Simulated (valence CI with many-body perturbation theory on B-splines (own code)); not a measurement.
Values are calculated unless marked as measured or tabulated.
**Tc20+: what the settings do**

Method: valence CI with perturbative core correlation (CI+MBPT): five valence electrons over a frozen Dirac-Fock core [Ar], radial functions for each j: 6 s, 6 p, 5 d, 5 f, 1 g, with the one-electron correlation potential Σ1, the two-electron term Σ2, the three-electron term Σ3, Breit, model QED; selected CI, second order for the rest, scaled by the run's own slope (own B-spline code, finite nucleus).

No measured spectrum was set against this ion. As an estimate, terms of the open shell hold to 2 to 4 % of their energy, and close levels can change places. Among the levels kept, up to 510 cm⁻¹ of a level comes from second order outside the variational space, and about a tenth of that is noise between levels of different J, which matters for small intervals. Only levels of the ground parity were solved; by the run's estimate the other parity begins above the list, which can be wrong where configurations are misplaced.

The reference run has the lowest level 3d5 6S_5/2 and an ionisation energy of 903.252 eV. Its largest variational space holds 9982 state functions.

Names give the largest LS component (configuration and term), which can be under half, so a name can repeat, a term be missing and a line seem to break the LS rules; names also repeat where a configuration has a term twice. Letters in brackets count levels of one name in rising energy.

Changed runs:
A. screening of Σ1 on → off
B. highest l with Σ1, explicit Σ2 and valence Breit (higher l get mean screening factors) 3 → 0
C. Davidson tolerance 2e-05 → 0.0003
D. logarithmic knot step 0.27 → 1.1 (bad on purpose)

Excitation energies of the reference run in cm⁻¹, and shifts in cm⁻¹:

```csv
Level,Reference,A,B,C,D
3d5 4G_5/2 [a],86929,-24,+4085,0,-44
3d5 4G_7/2,100957,+8.6,+3078,0,+50
3d5 4G_11/2,102208,+14,+4357,0,+71
3d5 4G_5/2 [b],105110,+15,+2698,0,+62
3d5 4P_3/2,105201,+3.3,+4128,0,+11
3d5 4G_9/2,105702,+21,+3450,0,+88
3d5 4P_1/2,114739,+17,+3324,0,+51
3d5 4D_7/2,126938,+30,+4796,0,+84
3d5 4D_5/2,136261,+28,+4721,0,+86
3d5 4D_1/2,140194,+48,+3476,0,+127
3d5 4D_3/2,144046,+50,+3606,0,+138
3d5 2I_11/2,146643,+26,+3202,0,+137
Ionisation energy (eV),903.252,-0.014,-1.034,0,+0.514
```

No effect on these energies: C.
